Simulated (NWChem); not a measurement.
System: SbH₃O₂; SMILES [SbH]([OH])[OH]

```xyz
6

Sb    -0.3414     0.0074     0.0269
H     -0.4936    -0.0764    -1.6913
O      0.9512    -1.5098    -0.0413
H      1.1395    -1.8175     0.8537
O      0.9459     1.5184     0.0570
H      1.5888     1.4485    -0.6603
```
Atoms are numbered in this order, from 1.

Results from NWChem. The geometry was optimised at PBE0/def2-SVP. def2 effective core potentials on Sb; no spin-orbit coupling. Ions are spin-unrestricted doublets at the neutral geometry; other ion states weren't tried. Functional: LC-ωPBE (HJS hole) with def2-SVP; rows give the range parameter ω in 1/bohr.

```csv
range parameter (1/bohr),"vertical ionisation energy, ΔSCF (eV)",−ε(HOMO) (eV),ΔSCF minus −ε(HOMO) (eV)
0.15,9.60,8.27,1.33
0.20,9.68,8.77,0.91
0.25,(withheld),(withheld),(withheld)
0.40,10.02,10.05,-0.03
0.60,10.23,10.65,-0.42
```

Question: Complete the blanks.

Answer: 
- 0.25, vertical ionisation energy, ΔSCF (eV): 9.77
- 0.25, −ε(HOMO) (eV): 9.18
- 0.25, ΔSCF minus −ε(HOMO) (eV): 0.59
